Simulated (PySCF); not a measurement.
## input.py for Cd2S2

The script input.py:

```python
from pyscf import gto, scf, tdscf

mol = gto.M(
    atom='Cd 1.3601 0 0; Cd -1.3601 0 0; S 0 1.965 0; S 0 -1.965 0',
    basis='sbkjc',
    ecp={'Cd': 'sbkjc', 'S': 'sbkjc'},
    charge=0,
    spin=0,
    verbose=4,
)
mf = scf.UHF(mol)
mf.kernel()
td = tdscf.TDA(mf)
td.nstates = 3
td.kernel()
td.analyze(verbose=3)
mf.dip_moment()
print('orbital energies (hartree):', [e[max(0, n-3):n+3].round(4) for e, n in zip(mf.mo_energy, mol.nelec)])
```

```bash
$ OMP_NUM_THREADS=1 python input.py
```

It prints (some set-up lines and the per-cycle HOMO/LUMO lines with their warnings removed):

```
PySCF version 2.14.0

[INPUT] Symbol           X                Y                Z      unit          X                Y                Z       unit  Magmom
[INPUT]  1 Cd     1.360100000000   0.000000000000   0.000000000000 AA    2.570216502021   0.000000000000   0.000000000000 Bohr   0.0
[INPUT]  2 Cd    -1.360100000000   0.000000000000   0.000000000000 AA   -2.570216502021   0.000000000000   0.000000000000 Bohr   0.0
[INPUT]  3 S      0.000000000000   1.965000000000   0.000000000000 AA    0.000000000000   3.713311834770   0.000000000000 Bohr   0.0
[INPUT]  4 S      0.000000000000  -1.965000000000   0.000000000000 AA    0.000000000000  -3.713311834770   0.000000000000 Bohr   0.0

nuclear repulsion = 188.949481511541
number of shells = 30
number of NR pGTOs = 146
number of NR cGTOs = 78
basis = sbkjc
ecp = {'Cd': 'sbkjc', 'S': 'sbkjc'}

******** <class 'pyscf.scf.uhf.UHF'> ********
method = UHF
initial guess = minao
damping factor = 0
level_shift factor = 0
DIIS = <class 'pyscf.scf.diis.CDIIS'>
SCF conv_tol = 1e-09
SCF max_cycles = 50
number electrons alpha = 26  beta = 26
init E= -294.779948545392
cycle= 1 E= -287.831634411821  delta_E= 6.95  |g|= 8.68  |ddm|= 95.5
cycle= 2 E= -304.474627654768  delta_E= -16.6  |g|= 10.1  |ddm|= 94.5
cycle= 3 E= -345.183697516148  delta_E= -40.7  |g|= 4.12  |ddm|= 10.1
cycle= 4 E= -349.701828703656  delta_E= -4.52  |g|= 2.14  |ddm|= 3.15
cycle= 5 E= -351.794014161509  delta_E= -2.09  |g|= 0.388  |ddm|=  3.1
cycle= 6 E= -351.882410596123  delta_E= -0.0884  |g|= 0.123  |ddm|= 0.643
cycle= 7 E= -351.894568164957  delta_E= -0.0122  |g|= 0.0178  |ddm|= 0.185
cycle= 8 E= -351.894976843492  delta_E= -0.000409  |g|= 0.00589  |ddm|= 0.0365
cycle= 9 E= -351.895036066052  delta_E= -5.92e-05  |g|= 0.00214  |ddm|= 0.0153
cycle= 10 E= -351.895043574073  delta_E= -7.51e-06  |g|= 0.000357  |ddm|= 0.00678
cycle= 11 E= -351.895043870738  delta_E= -2.97e-07  |g|= 0.000103  |ddm|= 0.00136
cycle= 12 E= -351.895043894079  delta_E= -2.33e-08  |g|= 1.32e-05  |ddm|= 0.000467
cycle= 13 E= -351.895043894537  delta_E= -4.58e-10  |g|= 2.74e-06  |ddm|= 5.02e-05
Extra cycle  E= -351.895043894551  delta_E= -1.42e-11  |g|= 1.19e-06  |ddm|= 7.53e-06
converged SCF energy = -351.895043894551  <S^2> = -1.4210855e-14  2S+1 = 1

******** <class 'pyscf.tdscf.uhf.TDA'> for <class 'pyscf.scf.uhf.UHF'> ********
nstates = 3
deg_eia_thresh = 1.000e-03
wfnsym = None
conv_tol = 1e-05
eigh lindep = 1e-12
eigh level_shift = 0
eigh max_cycle = 100

Excitation energies (eV)
[2.57911524 2.8484758  3.06991992]

** Excitation energies and oscillator strengths **
Excited State   1:      2.57912 eV    480.72 nm  f=0.0000
Excited State   2:      2.84848 eV    435.27 nm  f=0.0000
Excited State   3:      3.06992 eV    403.87 nm  f=0.0000
Dipole moment(X, Y, Z, Debye): -0.00000, -0.00000, -0.00000
orbital energies (hartree): [array([-0.351 , -0.3187, -0.3184, -0.0314,  0.0111,  0.0727]), array([-0.351 , -0.3187, -0.3184, -0.0314,  0.0111,  0.0727])]
```

In short: E(SCF) = -351.895044 Eh, 13 cycles, μ(SCF) = 0.00 D, first excitations without spin–orbit coupling 2.58, 2.85, 3.07 eV.

Hardware: Arm Neoverse N1, 1 thread, shared host. Wall time 17 s.

No search for the lowest solution was made.
